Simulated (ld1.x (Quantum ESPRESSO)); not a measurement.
Ranking ultrasoft potentials for nitrogen

All share these settings but for the change named:

ld1.x (Quantum ESPRESSO) 7.5 input, shortened:

```
&input
   title='N', zed=7., rel=1, dft='PBESOL', iswitch=3,
   config='[He] 2s2 2p2'
 /
 &inputp
   pseudotype=3, tm=.true., lloc=-1, rcloc=1.00,
   nlcc=.false.,
   which_augfun='PSQ', rmatch_augfun=0.60
 /
4
2S  1  0   2.00   0.00  0.75  0.90  0.0
2S  1  0   0.00   2.45  0.75  0.90  0.0
2P  2  1   2.00   0.00  1.45  1.55  0.0
2P  2  1   0.00   0.45  1.45  1.55  0.0
 &test
   configts(1)='2s2 2p2'
 /
```

Test errors are all-electron minus pseudo excitation energies from the reference, over 2s2 2p3; 2s2 2p1; 2s2 2p0; 2s1 2p0; 2s2 2p3.3; 2s2 2p2.5; 2s0 2p5. None of these files shows a bound ghost.

The base gives 434.6 meV.

Of 7 variants that were run, those that failed, showed a ghost or another fault, or gave nearly equal values are left out.

A variant can come out equal or close to the base, since the largest error may sit in a test that the change hardly touches while other tests move.

**Question.** Rank these variants by their largest absolute test error, smallest first.
A. core correction a·sin(br)/r model core inside 1.04 bohr
B. core correction a·sin(br)/r model core inside 0.50 bohr
C. core correction a·sin(br)/r model core inside 0.84 bohr
D. core correction a·sin(br)/r model core inside 0.74 bohr
E. core correction a·sin(br)/r model core inside 0.38 bohr

**Answer.** E (58.7 meV), B (84.5 meV), D (237.1 meV), C (340.5 meV), A (419.2 meV).
